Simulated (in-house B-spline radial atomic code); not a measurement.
Inner levels of gold as electrons are removed. A shift is the extra binding of the orbital against the neutral atom ([Xe] 4f14 5d10 6s1). Computed with a B-spline radial code for spherical atoms: non-relativistic Hartree-Fock, average of the configuration, point nuclei.

This level leaves out relativity, spin-orbit splitting included, which matters for heavy ions.

| ion | configuration | shift of 1s (eV) | shift of 3s (eV) | shift of 2s (eV) | radius of 1s (bohr) | radius of 3s (bohr) | radius of 2s (bohr) | Σ<r²> (bohr²) | change of density at nucleus (bohr⁻³) |
| --- | --- | --- | --- | --- | --- | --- | --- | --- | --- |
| Au42+ | [Kr] 4d1 | 1978.71 | 1896.12 | 1975.16 | 0.019164 | 0.19992 | 0.080599 | 2.2834 | 630.46 |
| Au43+ | [Ar] 3d10 4s2 4p6 | 2063.69 | 1970 | 2057.88 | 0.019165 | 0.19968 | 0.080585 | 2.1014 | 693.33 |
| Au44+ | [Ar] 3d10 4s2 4p5 | 2151.07 | 2042.1 | 2138.53 | 0.019164 | 0.19947 | 0.080568 | 1.9149 | 761.05 |
| Au45+ | [Ar] 3d10 4s2 4p4 | 2239.45 | 2114.82 | 2219.98 | 0.019164 | 0.19926 | 0.080551 | 1.732 | 829.9 |
| Au46+ | [Ar] 3d10 4s2 4p3 | 2328.81 | 2188.14 | 2302.25 | 0.019163 | 0.19904 | 0.080534 | 1.5526 | 899.84 |
| Au47+ | [Ar] 3d10 4s2 4p2 | 2419.16 | 2262.07 | 2385.32 | 0.019162 | 0.19882 | 0.080516 | 1.3766 | 970.91 |
| Au48+ | [Ar] 3d10 4s2 4p1 | 2510.49 | 2336.59 | 2469.2 | 0.019162 | 0.19859 | 0.080497 | 1.2039 | 1043.1 |
| Au49+ | [Ar] 3d10 4s2 | 2602.81 | 2411.72 | 2553.88 | 0.019161 | 0.19836 | 0.080478 | 1.0344 | 1116.39 |
| Au50+ | [Ar] 3d10 4s1 | 2692.3 | 2484.49 | 2636.13 | 0.019161 | 0.19839 | 0.080474 | 0.86452 | -218.36 |
| Au51+ | [Ar] 3d10 | 2782.64 | 2557.79 | 2719.09 | 0.019161 | 0.19824 | 0.080467 | 0.69757 | -1584 |
| Au52+ | [Ar] 3d9 | 2957.98 | 2680.39 | 2885.56 | 0.019161 | 0.19731 | 0.080404 | 0.65856 | -1442.47 |
| Au53+ | [Ar] 3d8 | ? | ? | ? | ? | ? | ? | ? | ? |
| Au54+ | [Ar] 3d7 | 3315.61 | 2928.85 | 3224.22 | 0.019161 | 0.19547 | 0.080273 | 0.58367 | -1151.7 |
| Au55+ | [Ar] 3d6 | 3497.89 | 3054.71 | 3396.38 | 0.019161 | 0.19455 | 0.080204 | 0.54774 | -1002.44 |
| Au56+ | [Ar] 3d5 | 3682.48 | 3181.66 | 3570.42 | 0.019161 | 0.19365 | 0.080134 | 0.51276 | -850.6 |
| Au57+ | [Ar] 3d4 | ? | ? | ? | ? | ? | ? | ? | ? |
| Au58+ | [Ar] 3d3 | ? | ? | ? | ? | ? | ? | ? | ? |
| Au59+ | [Ar] 3d2 | 4250.08 | 3568.98 | 4103.73 | 0.019161 | 0.19097 | 0.079915 | 0.41323 | -379.5 |
| Au60+ | [Ar] 3d1 | 4443.88 | 3700.23 | 4285.19 | 0.019162 | 0.19009 | 0.079839 | 0.38176 | -217.25 |

Question: Fill in the row of Au53+.

Answer: shift of 1s (eV): 3135.64; shift of 3s (eV): 2804.07; shift of 2s (eV): 3053.94; radius of 1s (bohr): 0.019161; radius of 3s (bohr): 0.19638; radius of 2s (bohr): 0.080339; Σ<r²> (bohr²): 0.6206; change of density at nucleus (bohr⁻³): -1298.38.

Question: Fill in the row of Au57+.

Answer: shift of 1s (eV): 3869.37; shift of 3s (eV): 3309.69; shift of 2s (eV): 3746.33; radius of 1s (bohr): 0.019161; radius of 3s (bohr): 0.19275; radius of 2s (bohr): 0.080063; Σ<r²> (bohr²): 0.4787; change of density at nucleus (bohr⁻³): -696.16.

Question: Fill in the row of Au58+.

Answer: shift of 1s (eV): 4058.57; shift of 3s (eV): 3438.79; shift of 2s (eV): 3924.1; radius of 1s (bohr): 0.019161; radius of 3s (bohr): 0.19186; radius of 2s (bohr): 0.07999; Σ<r²> (bohr²): 0.44553; change of density at nucleus (bohr⁻³): -539.12.
